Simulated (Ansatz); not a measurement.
Program: Ansatz. Geometries: PBE0-D4/def2-TZVP. ΔE: electronic, gas phase. CCSD(T)/CBS adds triple-zeta CCSD(T) − MP2 to the extrapolated MP2 energy (def2 sets, frozen cores). DFT in def2-TZVPP. B3LYP here is the variant with VWN-RPA as its local correlation; programs differ in this. Each species was taken in one conformer, which may not be the lowest.

Consider the ligand exchange at the Si–O bond: `CB(F)O[SiH3]` + `CCB(O)O` → `CCB(O)O[SiH3]` + `CB(O)F`.

(1) Is it downhill or uphill in electronic energy at CCSD(T)/CBS, and by how much? (An estimate is asked.)

(2) What do these levels give: PBE-D4, r2SCAN-D4, B3LYP-D4, ωB97X-V, ωB97M-V, PBE, r2SCAN, MP2/def2-TZVPP, SCS-MP2/def2-TZVPP, CCSD(T)/def2-TZVPP, SCS-MP2/def2-QZVPP, MP2/CBS(def2)? (Best estimate.)

Largest T1 diagnostic among the species: 0.012.

Results:

(1) Computed: Downhill: ΔE = -0.03 eV.

(2) Computed: PBE-D4 -0.04, r2SCAN-D4 -0.03, B3LYP-D4 -0.04, ωB97X-V -0.03, ωB97M-V -0.03, PBE -0.02, r2SCAN -0.02, MP2/def2-TZVPP -0.04, SCS-MP2/def2-TZVPP -0.04, CCSD(T)/def2-TZVPP -0.04, SCS-MP2/def2-QZVPP -0.03, MP2/CBS(def2) -0.04 eV.
